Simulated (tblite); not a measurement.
Species: C2H8Al2Cl4Si.
Atom-mapped SMILES: `[SiH3:1][C@@H:2]([CH2:3][Cl:4])[Al-:5]1([Cl:6])[Cl+:7][AlH2-:8][Cl+:9]1` (hydrogens: H10, H11, H12 on Si1; H13 on C2; H14, H15 on C3; H16, H17 on Al8)

Computed with GFN2-xTB (tblite), gas phase: L-BFGS steps from a force-field or distance-geometry start until the largest atomic force falls under 0.01 eV/Å.

Step 5: E = -834.9737 eV
```
atom  x, y, z in Å  |  force x, y, z in eV/Å
Si1    -2.5136   -0.1585   -0.4075   -0.179   0.079   0.053
C2     -0.7232   -0.2394   -1.0921    0.120   0.087  -0.104
C3     -0.1759    1.1586   -1.3455   -0.127   0.218  -0.263
Cl4    -0.0953    2.0826    0.1700    0.019   0.151  -0.015
Al5     0.3176   -1.3960    0.1805    0.112   0.208   0.012
Cl6    -0.4217   -3.2425    0.4866    0.068  -0.220   0.107
Cl7     0.9007   -0.2802    2.0514    0.114  -0.181   0.058
Al8     2.8941    0.2159    1.2359   -0.086  -0.064  -0.013
Cl9     2.5020   -1.2635   -0.3475   -0.043   0.037  -0.032
H10    -2.9391    1.2391   -0.2997   -0.005  -0.037  -0.070
H11    -2.5769   -0.7380    0.9451    0.034  -0.022  -0.051
H12    -3.4375   -0.8602   -1.3082    0.102  -0.007   0.060
H13    -0.7631   -0.7101   -2.0885   -0.057  -0.052   0.163
H14    -0.8250    1.7478   -2.0131    0.185  -0.174   0.102
H15     0.8396    1.1343   -1.7545   -0.058   0.053   0.041
H16     4.0288   -0.3017    2.1448   -0.141  -0.120   0.032
H17     2.9814    1.6240    0.6407   -0.059   0.043  -0.082
```

Step 6: E = -834.9882 eV
```
atom  x, y, z in Å  |  force x, y, z in eV/Å
Si1    -2.5121   -0.1546   -0.4069   -0.272   0.074   0.091
C2     -0.7246   -0.2362   -1.0870    0.204   0.148  -0.126
C3     -0.1775    1.1618   -1.3524   -0.062   0.185  -0.181
Cl4    -0.0938    2.0932    0.1560    0.008   0.156   0.106
Al5     0.3221   -1.3933    0.1803    0.026   0.125   0.040
Cl6    -0.4098   -3.2462    0.4940    0.087  -0.146   0.084
Cl7     0.9155   -0.2994    2.0556    0.020  -0.113   0.101
Al8     2.8921    0.2149    1.2299   -0.095  -0.051   0.042
Cl9     2.4948   -1.2559   -0.3417    0.028  -0.030  -0.166
H10    -2.9423    1.2447   -0.3054    0.009  -0.086  -0.061
H11    -2.5740   -0.7423    0.9439    0.028   0.009  -0.069
H12    -3.4334   -0.8646   -1.3072    0.119   0.019   0.076
H13    -0.7684   -0.7147   -2.0773   -0.042  -0.067   0.097
H14    -0.8258    1.7524   -2.0166    0.170  -0.194   0.037
H15     0.8442    1.1441   -1.7486   -0.113   0.001  -0.028
H16     4.0110   -0.3110    2.1448   -0.072  -0.125   0.058
H17     2.9747    1.6193    0.6372   -0.044   0.096  -0.100
```

Step 7: E = -834.9996 eV
```
atom  x, y, z in Å  |  force x, y, z in eV/Å
Si1    -2.5146   -0.1500   -0.4050   -0.185   0.045   0.077
C2     -0.7230   -0.2305   -1.0840    0.148   0.144  -0.061
C3     -0.1787    1.1668   -1.3601    0.029   0.106  -0.011
Cl4    -0.0925    2.1051    0.1457   -0.007   0.138   0.154
Al5     0.3260   -1.3896    0.1809   -0.062   0.025   0.053
Cl6    -0.3976   -3.2512    0.5016    0.115  -0.043   0.056
Cl7     0.9284   -0.3178    2.0611   -0.060  -0.057   0.136
Al8     2.8888    0.2133    1.2256   -0.086  -0.017   0.065
Cl9     2.4894   -1.2501   -0.3400    0.083  -0.076  -0.261
H10    -2.9450    1.2482   -0.3114   -0.002  -0.072  -0.047
H11    -2.5709   -0.7459    0.9416    0.017   0.023  -0.054
H12    -3.4280   -0.8681   -1.3051    0.097   0.018   0.061
H13    -0.7737   -0.7200   -2.0666   -0.019  -0.064   0.033
H14    -0.8245    1.7537   -2.0201    0.084  -0.126  -0.079
H15     0.8462    1.1525   -1.7443   -0.098  -0.026  -0.098
H16     3.9946   -0.3213    2.1460   -0.022  -0.122   0.073
H17     2.9682    1.6169    0.6324   -0.032   0.103  -0.097
```

Step 8: E = -835.0093 eV
```
atom  x, y, z in Å  |  force x, y, z in eV/Å
Si1    -2.5189   -0.1456   -0.4023   -0.009   0.013   0.031
C2     -0.7198   -0.2229   -1.0822    0.025   0.082   0.036
C3     -0.1789    1.1730   -1.3658    0.090   0.024   0.146
Cl4    -0.0915    2.1177    0.1401   -0.019   0.099   0.136
Al5     0.3281   -1.3855    0.1824   -0.121  -0.063   0.050
Cl6    -0.3853   -3.2566    0.5092    0.139   0.056   0.031
Cl7     0.9379   -0.3343    2.0685   -0.112  -0.017   0.145
Al8     2.8841    0.2116    1.2232   -0.065   0.017   0.054
Cl9     2.4865   -1.2468   -0.3438    0.107  -0.085  -0.290
H10    -2.9474    1.2501   -0.3173   -0.026  -0.019  -0.030
H11    -2.5681   -0.7485    0.9389    0.004   0.024  -0.013
H12    -3.4217   -0.8708   -1.3023    0.053  -0.001   0.026
H13    -0.7785   -0.7258   -2.0570    0.009  -0.031  -0.002
H14    -0.8221    1.7526   -2.0250   -0.014  -0.027  -0.175
H15     0.8462    1.1591   -1.7429   -0.037  -0.032  -0.145
H16     3.9804   -0.3323    2.1485    0.002  -0.107   0.071
H17     2.9622    1.6171    0.6264   -0.026   0.068  -0.073
```

**Question.** Estimate the geometry and energy of step 9. (The exact step hangs on the optimiser's Hessian estimate; all steps are aligned on step 8, rigid shifts and turns removed.)

**Answer.** E = -835.0180 eV, largest force 0.276 eV/Å
```
atom  x, y, z in Å  |  force x, y, z in eV/Å
Si1    -2.5227   -0.1413   -0.3994    0.152  -0.012  -0.019
C2     -0.7168   -0.2149   -1.0801   -0.085  -0.001   0.118
C3     -0.1779    1.1798   -1.3686    0.095  -0.029   0.212
Cl4    -0.0910    2.1310    0.1378   -0.026   0.045   0.078
Al5     0.3280   -1.3822    0.1846   -0.126  -0.103   0.037
Cl6    -0.3718   -3.2611    0.5168    0.145   0.113   0.015
Cl7     0.9441   -0.3494    2.0779   -0.134   0.009   0.121
Al8     2.8784    0.2102    1.2221   -0.042   0.028   0.018
Cl9     2.4860   -1.2455   -0.3531    0.094  -0.059  -0.253
H10    -2.9502    1.2514   -0.3232   -0.051   0.037  -0.013
H11    -2.5656   -0.7503    0.9362   -0.008   0.020   0.035
H12    -3.4150   -0.8733   -1.2992    0.009  -0.024  -0.010
H13    -0.7825   -0.7313   -2.0482    0.040   0.025  -0.005
H14    -0.8196    1.7504   -2.0323   -0.068   0.046  -0.200
H15     0.8454    1.1643   -1.7447    0.024  -0.026  -0.151
H16     3.9679   -0.3444    2.1522    0.002  -0.081   0.054
H17     2.9563    1.6186    0.6196   -0.021   0.011  -0.036
```

The energy changes by -0.0087 eV. The first-order estimate −F·Δx gives -0.0118 eV and the mean of the old and new forces, exact on a quadratic surface, -0.0087 eV. The step makes an angle of 62° with the force vector and moves no atom by more than 0.019 Å.

The cost below is that of the whole relaxation. On one thread of an Arm Neoverse N1, shared host, this took 5.1 s.
